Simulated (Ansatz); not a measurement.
Breaking the Cd1–H2 bond in CdH2Se (SMILES [SeH][CdH]) (multiplicity 1 held, fragments rigid). Energies count from the point at 1.673 Å.
Geometry at that point (charge 0, multiplicity 1):
```xyz
4

Cd    -0.578    -0.435    -0.716
H     -1.527    -1.155    -1.891
Se     0.833     0.666     1.015
H      0.951    -0.596     1.766
```

Restricted levels (R-, RO-) in cc, def2 and unpolarised 6-31G sets keep to the state of the molecule at rest. Unrestricted levels (U-) break spin symmetry where that is lower. Active spaces are followed from a long bond inwards. Levels need not reach the same state.

Correlated levels freeze the cores. Filled d and f shells under p-block atoms count as core.

Run with Ansatz (Gaussian orbitals). Each number belongs to the level named beside it. In def2 rows elements past Kr take small-core potentials, without spin–orbit coupling.

Question: Give the energy at R = 5.353 Å at the level CASSCF(2,2)/def2-TZVPP.

Answer: 256 kJ/mol

Question: Estimate the energy at R = 5.353 Å that R-r2SCAN/def2-TZVPP returns for this input.

Answer: 425 kJ/mol

Question: Predict the energy at R = 5.353 Å from U-PBE/def2-TZVPP.

Answer: 286 kJ/mol

Doubts at one or more of the structures used: a spin-contaminated determinant (U-PBE/def2-TZVPP); a restricted determinant that unrestricted orbitals would lower (R-r2SCAN/def2-TZVPP).

Ansatz is a program for electronic structure.
